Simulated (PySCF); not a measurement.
H₃O₃Si, SMILES O[Si](O)O (connectivity only; charge and spin as stated), charge +1, multiplicity 1.

Coordinates come from a r2SCAN-D4/def2-SVP optimisation. The multiplicity is an assumed one; other spin states were not compared. The isomer is the one that the SMILES or the coordinates give; other isomers of the formula were not compared. One conformer was computed; it need not be the lowest.

These are r2SCAN/def2-TZVPD in PySCF values and carry that method's errors.

Gas-phase values at a fixed geometry.

```yaml
total_energy: -516.80466 hartree
point_group: Cs
highest_occupied_level: -15.07 eV
lowest_empty_level: -7.66 eV
orbital_gap: 7.41 eV
dipole_moment_about_the_centre_of_nuclear_charge: 2.77 D
mean_static_polarisability: 30.1 bohr³ (4.45 Å³)
polarisability_principal_values: 23.9, 32.8, 33.4 bohr³
```
